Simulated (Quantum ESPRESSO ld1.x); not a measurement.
Ga4+, configuration [Ar] 3d9. All-electron calculation, scalar-relativistic Kohn-Sham, LDA (Slater exchange, Perdew-Zunger correlation), spin-polarised, spherical densities, point nucleus; open shells are filled with parallel spins first. Program: ld1.x of Quantum ESPRESSO 7.5.

X-ray form factor f0, the Fourier transform of the density (f0(0) = 27):

sin(theta)/lambda (1/angstrom),f0 (electrons)
0.05,26.803
0.1,26.227
0.15,25.317
0.2,24.138
0.25,22.767
0.3,21.281
0.4,18.235
0.5,15.411
0.6,13.017
0.8,9.643
1,7.733
1.25,6.443
1.5,5.617
2,4.244
